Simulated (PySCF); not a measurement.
# Orbital picture of I₂

HSE06 at R = 2.673 Å; basis I x2c-TZVPPall; spin-free X2C with a Gaussian nucleus; PySCF 2.14. State: ¹Σg⁺ (singlet), closed shell. Only the outer orbitals are listed.

```
orbital  occ.  ε (eV)  main shells (%)
     σg     2  -20.49             94 s
     σu     2  -18.01             97 s
     σg     2  -10.23             93 p
     πu     2   -8.68             98 p
     πu     2   -8.68             98 p
     πg     2   -6.94             99 p
     πg     2   -6.94             99 p
     σu     0   -3.97             92 p
     πu     0    3.47             98 d
     πu     0    3.47             98 d
```

Question: Which are the highest filled and the lowest empty level, where do they sit, and how wide is the gap?

Answer: Highest filled πg at -6.94 eV (in %: 99 p); lowest empty σu at -3.97 eV (in %: 92 p); the gap at HSE06 is 2.97 eV.

The bond order (Mayer) is 1.20. The ⟨S²⟩ is 0.000.

Spin–orbit coupling is left out.
